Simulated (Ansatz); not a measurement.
A nudged elastic band was laid between two geometries of BrClZn + H2 (5 atoms, charge 0, multiplicity 1).

These are results of RKS PBE0-D4/def2-SVP in Ansatz 0.2.0, not measurements.

| Item | Value |
| --- | --- |
| movable images | 1 |
| climbing image | yes |
| spring | 5.0 eV/Å² |
| optimiser | quadratic models (default) |
| start path | through a guess of the saddle point |
| force threshold | 0.05 eV/Å |
| iteration limit | 60 |
| end points | relaxed |

Initial state:

```xyz
5
Properties=species:S:1:pos:R:3
Zn -0.580 -0.697 -0.295
Br 0.830 -1.492 -1.834
Cl -2.050 -0.105 1.096
H 1.186 1.066 0.276
H 0.614 1.229 0.756
```

Final state:

```xyz
5
Properties=species:S:1:pos:R:3
Zn -0.772 0.448 0.854
Br 0.830 -0.855 -1.257
Cl -2.250 -1.015 0.389
H 2.076 -0.164 -1.355
H 0.116 1.586 1.369
```

(1) What changes between the two ends?

(2) Give the energies along the band, and the barrier.

(3) What is the geometry of the highest image?

The band took 12 iterations and of the order of 60 core-seconds.

## Answers

(1) Bonds broken: H4–H5. Bonds formed: Zn1–H5, Br2–H4. BrClZn + H2 becomes BrClH2Zn.

(2) It converged. The highest image is number 1 of 0 to 2, 139.3 kJ/mol above the first end and 37.4 kJ/mol above the last; the last end lies 101.9 kJ/mol above the first. Neighbouring images differ by up to 1.4 eV, so the band resolves the path poorly. Another band between the same ends (7 images) ends at a top of the same energy, where a vibrational analysis finds 1 clearly imaginary mode. So few images can step over the top or miss a turn of the path. The orbitals stay closed-shell, which can raise the energy where a bond breaks towards radicals; this wasn't checked here.

```csv
image,path coordinate (Å),energy (kJ/mol),H4–H5 (Å),Zn1–H5 (Å),Br2–H4 (Å)
0,0.00,0.0,0.76,2.50,3.34
1,1.77,139.3,1.16,1.65,1.65
2,3.89,101.9,3.78,1.53,1.43
```

(3) 
```xyz
5
Properties=species:S:1:pos:R:3
Zn -0.532 0.086 0.400
Br 1.016 -0.883 -1.495
Cl -2.479 -0.517 0.947
H 1.155 0.313 -0.367
H 0.840 1.002 0.516
```

Time of the run: 30 s on 2 threads of Arm Neoverse V2, on a shared host, peak memory 0.21 GiB.
